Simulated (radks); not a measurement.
Ba, 56 electrons, occupied as [Xe] 6s2. All-electron calculation, Dirac Kohn-Sham, PBEsol, spin-unpolarised, spherical densities, point nucleus. Program: a radial shooting solver on a logarithmic mesh with Libxc functionals.

Normalised radial functions P(r) = r R(r) (large component), r in bohr:

r           4d5/2    6s1/2
0.002269   0.0000   0.0186
0.0031     0.0001   0.0235
0.004202   0.0002   0.0289
0.00574    0.0005   0.0347
0.007842   0.0012   0.0400
0.01071    0.0028   0.0431
0.01452    0.0065   0.0417
0.01984    0.0150   0.0328
0.0271     0.0333   0.0135
0.03673    0.0695  -0.0153
0.05018    0.1391  -0.0486
0.06855    0.2571  -0.0693
0.0929     0.4213  -0.0555
0.1269     0.6027   0.0036
0.1734     0.6899   0.0789
0.2369     0.5238   0.0975
0.321      0.0329   0.0116
0.4386    -0.6625  -0.1195
0.5992    -1.1669  -0.1331
0.812     -1.1755   0.0295
1.109     -0.7840   0.2177
1.516     -0.3481   0.2032
2.054     -0.1011  -0.0439
2.806     -0.0161  -0.3537
3.834     -0.0012  -0.5161
5.237     0.0000  -0.4619
7.098     0.0000  -0.2669
9.697     0.0000  -0.0943
13.25     0.0000  -0.0189

4d5/2: eigenvalue -88.436 eV, 1 radial node at r = 0.326 bohr, <r> = 0.805 bohr, 90 % of the charge inside 1.21 bohr. 6s1/2: eigenvalue -3.246 eV, 5 radial nodes at r = 0.0316, 0.125, 0.330, 0.778, 1.97 bohr, <r> = 4.77 bohr, 90 % of the charge inside 6.97 bohr.
